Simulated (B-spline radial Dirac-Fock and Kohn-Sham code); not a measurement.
Z = 57 (lanthanum), transition energy 66.5 keV. The computed values come from a radial finite-basis atomic code: a Dirac-Hartree-Slater potential of the neutral atom with a Latter tail (no hole, which puts coefficients of high multipoles low close above an edge), finite nucleus with surface currents. Subshells that would emit electrons below 1 keV are left out.

Question: A pure transition shows α(K) = 0.609, L1/L2 = 4.56 and L1/L3 = 3.27. What is its multipolarity?
A. M4
B. E4
C. E3
D. M1
E. E1
F. M3
G. M2
H. E2

Answer: E. For comparison, α(K), L1/L2, L1/L3 are E2 3.69, 0.190, 0.156; E3 16.6, 0.0166, 0.0147; E4 71.2, 0.00921, 0.00847; M1 3.01, 12.4, 57.4; M2 38.2, 8.97, 4.10; M3 259, 6.27, 0.804; M4 1540, 4.73, 0.343.
